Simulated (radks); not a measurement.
Problem. Coherent X-ray form factor from a spherical all-electron density. Calculated with a radial shooting solver on a logarithmic mesh with Libxc functionals: Dirac Kohn-Sham, PBE, spin-unpolarised, spherical densities, finite nucleus; Fermi nuclear charge, rms radius of each element as measured or else 0.836 A^(1/3) + 0.57 fm.

sin(theta)/lambda (1/angstrom),f0 (electrons)
0.05,2.938
0.1,2.772
0.15,2.546
0.2,2.311
0.25,2.102
0.3,1.931
0.4,1.695
0.5,1.538
0.6,1.403
0.8,1.139
1,0.890
1.25,0.637
1.5,0.452
2,0.232

The species is in the configuration that NIST lists as its ground one. Which atom or ion scatters so?

Solution. The boron ion B2+, [He] 2s1. Extrapolating in s^2 from the first two rows gives f0(0) = 3.0, near the electron count 3; among species with that count, the fall with angle is slower the higher Z, and the table is that of Z = 5; from so few rows the species is fixed only to a neighbour or two.
